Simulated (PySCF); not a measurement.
Species: C3H5Br.
SMILES with atom numbers: `[CH2:1]=[CH:2][CH2:3][Br:4]` (hydrogens: H5, H6 on C1; H7 on C2; H8, H9 on C3)

Computed by this run: PBE0-D3(BJ)/def2-TZVP geometry optimisation, gas phase in PySCF; density fitting, grid level 2; the optimiser is geomeTRIC in internal coordinates, started from a GFN2-xTB structure with every atom displaced at random (about 0.01 Å).

At the end of the run (lengths in Å): C3–Br4 1.962, C1–H6 1.085, C3–H9 1.088, C3–H8 1.088, C1=C2 1.326, C1–H5 1.083, C2–C3 1.478, C2–C1–H6 121.3°, C1–C2–H7 120.4°, H8–C3–H9 110.1°, Br4–C3–H8 104.3°, C1–C2–C3–Br4 -116°, H8–C3–C2–C1 127°, H7–C2–C3–Br4 64°.

Task: These geometries were met on the way; a selection of coordinates is given. Order them by energy above the end point, lowest first.
A. C3–Br4 2.020, C1–H6 1.056, C3–H9 1.068, C3–H8 1.103, C1=C2 1.312, C1–H5 1.093, C2–C3 1.475, C2–C1–H6 123.8°, C1–C2–H7 122.5°, H8–C3–H9 112.1°, Br4–C3–H8 102.4°, C1–C2–C3–Br4 -114°, H8–C3–C2–C1 132°, H7–C2–C3–Br4 63°
B. C3–Br4 1.961, C1–H6 1.088, C3–H9 1.094, C3–H8 1.081, C1=C2 1.326, C1–H5 1.079, C2–C3 1.480, C2–C1–H6 121.5°, C1–C2–H7 120.2°, H8–C3–H9 109.7°, Br4–C3–H8 104.1°, C1–C2–C3–Br4 -126°, H8–C3–C2–C1 117°, H7–C2–C3–Br4 56°
C. C3–Br4 1.962, C1–H6 1.085, C3–H9 1.087, C3–H8 1.090, C1=C2 1.325, C1–H5 1.084, C2–C3 1.479, C2–C1–H6 121.5°, C1–C2–H7 120.4°, H8–C3–H9 109.9°, Br4–C3–H8 104.8°, C1–C2–C3–Br4 -121°, H8–C3–C2–C1 122°, H7–C2–C3–Br4 59°

Result: C (0.002 eV), B (0.013 eV), A (0.070 eV).

| step | E above end (eV) | rms distance from the end, all atoms (Å) | largest force (eV/Å) | rms shift of all bonds from the end (Å) |
| --- | --- | --- | --- | --- |
| 4 | 0.002 | 0.044 | 0.052 | 0.001 |
| 1 | 0.013 | 0.090 | 0.292 | 0.004 |
| 0 | 0.070 | 0.024 | 1.690 | 0.025 |

Rows stand in the order of the answer.
